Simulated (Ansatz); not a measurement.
Basis-set series for C$_{10}$H$_{22}$S (`CCCCCSCCCCC`). Charge 0, multiplicity 1. The structure was optimised at the PBE0-D4/def2-TZVP level. It is one conformer, not always the lowest.

```
functional       basis  functions  energy (Eh)  HOMO (eV)  LUMO (eV)
   PBE0-D4    def2-SVP        268   -791.51121      -6.07       1.55
   PBE0-D4  def2-QZVPP       1300   -792.10480      -6.16       0.62
   ωB97M-V    def2-SVP        268   -791.83371      -8.29       3.29
   ωB97M-V  def2-QZVPP       1300   -792.45384      -8.39       1.78
```

(1) Give the rows for def2-TZVPP. (Estimate.)

Answers

(1) Computed: 
```tsv
functional	basis	functions	energy (Eh)	HOMO (eV)	LUMO (eV)
PBE0-D4	def2-TZVPP	660	-792.07038	-6.14	0.96
ωB97M-V	def2-TZVPP	660	-792.42030	-8.37	2.47
```

Positive LUMOs are unbound and depend on the basis.
